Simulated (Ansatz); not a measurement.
Ideal-gas functions of `F[CH]1[O][AlH]1` at 800 K and 1 bar, from an Ansatz frequency run at PBE0-D4/def2-TZVP.

Molar mass 76.01 g/mol, point group C1 (symmetry number 1), electronic degeneracy 1, moments of inertia 30.89, 110.119, 126.807 u Å². Harmonic wavenumbers (cm⁻¹, unscaled): 248, 413, 444, 512, 670, 716, 1019, 1075, 1163, 1355, 1996, 3094.

Use S(trans) = R[1.5 ln M + 2.5 ln T − 1.1517]; rotational temperatures θ = 24.2544 K / I; S(rot) = R[ln(√π/σ · √(T³/θAθBθC)) + 1.5]; for each mode x = 1.438777 ν̃/T, S = R[x/(eˣ − 1) − ln(1 − e⁻ˣ)] and H = RT x/(eˣ − 1); 1 cm⁻¹ = 0.0119627 kJ/mol; R = 8.31446 J/(mol·K).

Q: By hand: the entropy, in J/(mol·K).

A: Translation 183.4. Rotation: θ = 0.7852, 0.2203, 0.1913 K, giving 114.8. Vibration, mode by mode: 15.10, 10.98, 10.40, 9.29, 7.25, 6.76, 4.35, 4.02, 3.55, 2.70, 1.08, 0.21, in all 75.7. Electronic 0.0. Sum 373.9 J/(mol·K).

Q: By hand: H − E and G − E in kJ/mol, counted from the electronic energy.

A: Zero-point energy ½ × 12705 × 0.0119627 = 76.0; thermal vibration 33.7; translation, rotation and pV give 4 RT = 26.6. H − E = 136.3 kJ/mol, and G − E = 136.3 − 800 × 373.9/1000 = -162.8 kJ/mol.

Vibration gives 20 % of the entropy. The sum counts one conformer and one mirror image; others add a mixing term.
